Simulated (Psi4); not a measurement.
Input file for Psi4: SAPT0/jun-cc-pV(D+d)Z on C2H10BN (a complex), monomers drawn apart or pushed together.

```
memory 1837 MB

molecule dimer {
0 1
B    -0.92882853    0.28962972    0.29840841
N     0.63215898   -0.16702462    0.57007700
H    -1.04449881    1.36596360    0.83879062
H    -1.60656678   -0.57363610    0.80756020
H    -1.04869126    0.34361681   -0.90279062
H     1.28372321    0.50425037    0.17446295
H     0.82645800   -1.07243659    0.15280837
H     0.81249708   -0.23273552    1.57231514
--
0 1
C     0.33038028    0.58697497    4.88344688
C    -0.06401536   -0.68051276    4.86889352
H     1.16104553    0.91826912    5.49564414
H    -0.17730909    1.33836840    4.28985581
H    -0.90410575   -0.99895323    4.26266151
H     0.42875978   -1.43718799    5.46819921
units angstrom
symmetry c1
no_reorient
no_com
}

set {
  basis jun-cc-pV(D+d)Z
  scf_type df
  freeze_core true
}

energy('sapt0')
```

Program output:

```
[...]
==> Input File <==

--------------------------------------------------------------------------
memory 1837 MB

molecule dimer {
0 1
B    -0.92882853    0.28962972    0.29840841
N     0.63215898   -0.16702462    0.57007700
H    -1.04449881    1.36596360    0.83879062
H    -1.60656678   -0.57363610    0.80756020
H    -1.04869126    0.34361681   -0.90279062
H     1.28372321    0.50425037    0.17446295
H     0.82645800   -1.07243659    0.15280837
H     0.81249708   -0.23273552    1.57231514
--
0 1
C     0.33038028    0.58697497    4.88344688
C    -0.06401536   -0.68051276    4.86889352
H     1.16104553    0.91826912    5.49564414
H    -0.17730909    1.33836840    4.28985581
H    -0.90410575   -0.99895323    4.26266151
H     0.42875978   -1.43718799    5.46819921
units angstrom
symmetry c1
no_reorient
no_com
}

set {
  basis jun-cc-pV(D+d)Z
  scf_type df
  freeze_core true
}

energy('sapt0')
--------------------------------------------------------------------------


   => Loading Basis Set <=

    Name: JUN-CC-PV(D+D)Z
    Role: ORBITAL
    Keyword: BASIS
    atoms 1          entry B          line   154 file jun-cc-pv_dpd_z.gbs
    atoms 2          entry N          line   222 file jun-cc-pv_dpd_z.gbs
    atoms 3-8, 11-14 entry H          line    60 file jun-cc-pv_dpd_z.gbs
    atoms 9-10       entry C          line   188 file jun-cc-pv_dpd_z.gbs

   => Loading Basis Set <=

    Name: JUN-CC-PV(D+D)Z
    Role: ORBITAL
    Keyword: BASIS
    atoms 1          entry B          line   154 file jun-cc-pv_dpd_z.gbs
    atoms 2          entry N          line   222 file jun-cc-pv_dpd_z.gbs
    atoms 3-8, 11-14 entry H          line    60 file jun-cc-pv_dpd_z.gbs
    atoms 9-10       entry C          line   188 file jun-cc-pv_dpd_z.gbs


  //>>>>>>>>>>>>>>>>>>>>>>>>>>>>>>>>>>>//
  //              Dimer HF             //
  //<<<<<<<<<<<<<<<<<<<<<<<<<<<<<<<<<<<//

   => Libint2 <=

    Primary   basis highest AM E, G, H:  7, 6, 3
    Auxiliary basis highest AM E, G, H:  7, 7, 4
    Onebody   basis highest AM E, G, H:  -, -, -
    Solid Harmonics ordering:            Gaussian


   => Loading Basis Set <=

    Name: JUN-CC-PV(D+D)Z
    Role: ORBITAL
    Keyword: BASIS
    atoms 1          entry B          line   154 file jun-cc-pv_dpd_z.gbs
    atoms 2          entry N          line   222 file jun-cc-pv_dpd_z.gbs
    atoms 3-8, 11-14 entry H          line    60 file jun-cc-pv_dpd_z.gbs
    atoms 9-10       entry C          line   188 file jun-cc-pv_dpd_z.gbs


         ---------------------------------------------------------
                                   SCF
               by Justin Turney, Rob Parrish, Andy Simmonett
                          and Daniel G. A. Smith
                              RHF Reference
                        1 Threads,   1751 MiB Core
         ---------------------------------------------------------

  ==> Geometry <==

    Molecular point group: c1
    Full point group: C1

    Geometry (in Angstrom), charge = 0, multiplicity = 1:

       Center              X                  Y                   Z               Mass
    ------------   -----------------  -----------------  -----------------  -----------------
         B           -0.928828530000     0.289629720000     0.298408410000    11.009305360000
         N            0.632158980000    -0.167024620000     0.570077000000    14.003074004430
         H           -1.044498810000     1.365963600000     0.838790620000     1.007825032230
         H           -1.606566780000    -0.573636100000     0.807560200000     1.007825032230
         H           -1.048691260000     0.343616810000    -0.902790620000     1.007825032230
         H            1.283723210000     0.504250370000     0.174462950000     1.007825032230
         H            0.826458000000    -1.072436590000     0.152808370000     1.007825032230
         H            0.812497080000    -0.232735520000     1.572315140000     1.007825032230
         C            0.330380280000     0.586974970000     4.883446880000    12.000000000000
         C           -0.064015360000    -0.680512760000     4.868893520000    12.000000000000
         H            1.161045530000     0.918269120000     5.495644140000     1.007825032230
         H           -0.177309090000     1.338368400000     4.289855810000     1.007825032230
         H           -0.904105750000    -0.998953230000     4.262661510000     1.007825032230
         H            0.428759780000    -1.437187990000     5.468199210000     1.007825032230

  Running in c1 symmetry.

  Rotational constants: A =      0.36336  B =      0.02411  C =      0.02389 [cm^-1]
  Rotational constants: A =  10893.31857  B =    722.74222  C =    716.34120 [MHz]
  Nuclear repulsion =  107.402362878505556

  Charge       = 0
  Multiplicity = 1
  Electrons    = 34
  Nalpha       = 17
  Nbeta        = 17

  ==> Algorithm <==

  SCF Algorithm Type is DF.
  DIIS enabled.
  MOM disabled.
  Fractional occupation disabled.
  Guess Type is SAD.
  Energy threshold   
[...]
  8 ]
    NA   [     8 ]
    NB   [     8 ]

  @DF-RHF Final Energy:   -78.04190370588320

   => Energetics <=

    Nuclear Repulsion Energy =             33.4451806224095947
    One-Electron Energy =                -170.1244154051840951
    Two-Electron Energy =                  58.6373310768913001
    Total Energy =                        -78.0419037058832004

Computation Completed


Properties will be evaluated at   0.000000,   0.000000,   0.000000 [a0]

Properties computed using the SCF density matrix


 Multipole Moments:

 ------------------------------------------------------------------------------------
     Multipole            Electronic (a.u.)      Nuclear  (a.u.)        Total (a.u.)
 ------------------------------------------------------------------------------------

 L = 1.  Multiply by 2.5417464519 to convert [e a0] to [Debye]
 Dipole X            :         -3.9816507            3.9808592           -0.0007914
 Dipole Y            :          1.3999565           -1.3997777            0.0001788
 Dipole Z            :       -147.4493084          147.4560913            0.0067829
 Magnitude           :                                                    0.0068312

 ------------------------------------------------------------------------------------

  Constructing Basis Sets for SAPT...

   => Loading Basis Set <=

    Name: (JUN-CC-PV(D+D)Z AUX)
    Role: RIFIT
    Keyword: DF_BASIS_SAPT
    atoms 1          entry B          line    56 file jun-cc-pvdz-ri.gbs
    atoms 2          entry N          line   144 file jun-cc-pvdz-ri.gbs
    atoms 3-8, 11-14 entry H          line    30 file jun-cc-pvdz-ri.gbs
    atoms 9-10       entry C          line   100 file jun-cc-pvdz-ri.gbs

   => Loading Basis Set <=

    Name: (JUN-CC-PV(D+D)Z AUX)
    Role: JKFIT
    Keyword: DF_BASIS_ELST
    atoms 1          entry B          line    90 file jun-cc-pvdz-jkfit.gbs
    atoms 2          entry N          line   202 file jun-cc-pvdz-jkfit.gbs
    atoms 3-8, 11-14 entry H          line    70 file jun-cc-pvdz-jkfit.gbs
    atoms 9-10       entry C          line   146 file jun-cc-pvdz-jkfit.gbs


  //>>>>>>>>>>>>>>>>>>>>>>>>>>>>>>>>>>>//
  //               SAPT0               //
  //<<<<<<<<<<<<<<<<<<<<<<<<<<<<<<<<<<<//



        SAPT0
    Ed Hohenstein
     6 June 2009

      Orbital Information
  --------------------------
    NSO        =       122
    NMO        =       122
    NRI        =       400
    NRI (Elst) =       546
    NOCC A     =         9
    NOCC B     =         8
    FOCC A     =         2
    FOCC B     =         2
    NVIR A     =       113
    NVIR B     =       114

    Elst10,r            =    -0.002473520829 [Eh]
    Exch10              =     0.000520883649 [Eh]
    Exch10 (S^2)        =     0.000520665810 [Eh]

    Maxiter = 50
    CPHF R converge = 1.000000E-08

    Iter     Energy [mEh]          dE [mEh]         Residual      Time [s]
       1      -0.02551503       0.025515034     8.878701e-04             0
       2      -0.03285644       0.007341405     2.412511e-04             0
       3      -0.03301655       0.000160111     6.708358e-05             0
       4      -0.03289560      -0.000120948     1.979920e-05             0
       5      -0.03287079      -0.000024813     3.264946e-06             0
       6      -0.03287891       0.000008124     6.573569e-07             0
       7      -0.03287845      -0.000000460     1.759975e-07             0
       8      -0.03287827      -0.000000186     3.561320e-08             0
       9      -0.03287831       0.000000042     4.941957e-09             0

    CHF Iterations converged

    Maxiter = 50
    CPHF R converge = 1.000000E-08

    Iter     Energy [mEh]          dE [mEh]         Residual      Time [s]
       1      -0.34369783       0.343697831     3.330044e-03             0
       2      -0.41871840       0.075020573     1.205717e-03             0
       3      -0.43572445       0.017006047     2.021395e-04             0
       4      -0.43444347      -0.001280980     6.914441e-05             0
       5      -0.43384128      -0.000602193     1.110117e-05             0
       6      -0.43391587       0.000074593     3.329223e-06             0
       7      -0.43392219       0.000006319     8.590337e-07             0
       8      -0.43391816      -0.000004034     1.538903e-07             0
       9      -0.43391855       0.000000390     3.625399e-08             0
      10      -0.43391853      -0.000000013     1.041698e-08             0
      11      -0.43391852      -0.000000016     2.432936e-09             0

    CHF Iterations converged

    Ind20,r (A<-B)      =    -0.000032878308 [Eh]
    Ind20,r (B<-A)      =    -0.000433918517 [Eh]
    Ind20,r             =    -0.000466796825 [Eh]
    Exch-Ind20,r (A<-B) =     0.000011671149 [Eh]
    Exch-Ind20,r (B<-A) =     0.000138487227 [Eh]
    Exch-Ind20,r        =     0.000150158376 [Eh]
    Disp20              =    -0.000952128335 [Eh]
    Disp20 (SS)         =    -0.000476064167 [Eh]
    Disp20 (OS)         =    -0.000476064167 [Eh]
    Exch-Disp20         =     0.000043066653 [Eh]
    Exch-Disp20 (SS)    =     0.000025952743 [Eh]
    Exch-Disp20 (OS)    =     0.000017113910 [Eh]

    SAPT Results
  --------------------------------------------------------------------------------------------------------
    Electrostatics                 -2.47352083 [mEh]      -1.55215775 [kcal/mol]      -6.49422804 [kJ/mol]
      Elst10,r                     -2.47352083 [mEh]      -1.55215775 [kcal/mol]      -6.49422804 [kJ/mol]

    Exchange                        0.52088365 [mEh]       0.32685942 [kcal/mol]       1.36757983 [kJ/mol]
      Exch10                        0.52088365 [mEh]       0.32685942 [kcal/mol]       1.36757983 [kJ/mol]
      Exch10(S^2)                   0.52066581 [mEh]       0.32672273 [kcal/mol]       1.36700790 [kJ/mol]

    Induction                      -0.38236863 [mEh]      -0.23993994 [kcal/mol]      -1.00390870 [kJ/mol]
      Ind20,r                      -0.46679682 [mEh]      -0.29291943 [kcal/mol]      -1.22557489 [kJ/mol]
      Exch-Ind20,r                  0.15015838 [mEh]       0.09422580 [kcal/mol]       0.39424076 [kJ/mol]
      delta HF,r (2)               -0.06573018 [mEh]      -0.04124631 [kcal/mol]      -0.17257457 [kJ/mol]

    Dispersion                     -0.90906168 [mEh]      -0.57044482 [kcal/mol]      -2.38674112 [kJ/mol]
      Disp20                       -0.95212833 [mEh]      -0.59746955 [kcal/mol]      -2.49981260 [kJ/mol]
      Exch-Disp20                   0.04306665 [mEh]       0.02702473 [kcal/mol]       0.11307148 [kJ/mol]
      Disp20 (SS)                  -0.47606417 [mEh]      -0.29873478 [kcal/mol]      -1.24990630 [kJ/mol]
      Disp20 (OS)                  -0.47606417 [mEh]      -0.29873478 [kcal/mol]      -1.24990630 [kJ/mol]
      Exch-Disp20 (SS)              0.02595274 [mEh]       0.01628559 [kcal/mol]       0.06813892 [kJ/mol]
      Exch-Disp20 (OS)              0.01711391 [mEh]       0.01073914 [kcal/mol]       0.04493257 [kJ/mol]

  Total HF                         -2.33500581 [mEh]      -1.46523827 [kcal/mol]      -6.13055691 [kJ/mol]
  Total SAPT0                      -3.24406749 [mEh]      -2.03568308 [kcal/mol]      -8.51729802 [kJ/mol]

  Special recipe for scaled SAPT0 (see Manual):
    Electrostatics sSAPT0          -2.47352083 [mEh]      -1.55215775 [kcal/mol]      -6.49422804 [kJ/mol]
    Exchange sSAPT0                 0.52088365 [mEh]       0.32685942 [kcal/mol]       1.36757983 [kJ/mol]
    Induction sSAPT0               -0.38218008 [mEh]      -0.23982162 [kcal/mol]      -1.00341366 [kJ/mol]
    Dispersion sSAPT0              -0.90900760 [mEh]      -0.57041088 [kcal/mol]      -2.38659914 [kJ/mol]
  Total sSAPT0                     -3.24382486 [mEh]      -2.03553083 [kcal/mol]      -8.51666100 [kJ/mol]
  --------------------------------------------------------------------------------------------------------



*** Psi4 exiting successfully. Buy a developer a beer!
```

The run finished.

Cost: roughly 14 core-seconds.
